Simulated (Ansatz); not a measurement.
Basis-set extrapolation for `O[Si](O)(O)F` (PBE0-D4/def2-TZVP geometry, frozen core, Ansatz). Multiplicity 1, RHF reference.

|  | def2-TZVPP | def2-QZVPP |
| --- | --- | --- |
| HF | -615.126395 | -615.152376 |
| MP2 correlation | -1.080044 | -1.174364 |
| CCSD(T) correlation | -1.124373 | not run |

Energies in hartree. Use E(X) = E(∞) + A·exp(−7.88·√X) for Hartree–Fock and E(X) = E(∞) + B·X^(−2.97) for correlation, with X = 3 and 4, and add CCSD(T) minus MP2 of the smaller set to the MP2 limit.

**Question.** What is the CCSD(T) energy at the basis-set limit?

**Answer.** HF limit: -615.152376 + (-0.025981) × 0.13774 = -615.15595. MP2 limit: -1.174364 + (-0.094320) × 0.74074 = -1.24423. Higher-order term: -1.124373 − (-1.080044) = -0.04433. Total: -616.44451 hartree, 508.7 kJ/mol below CCSD(T)/def2-TZVPP.
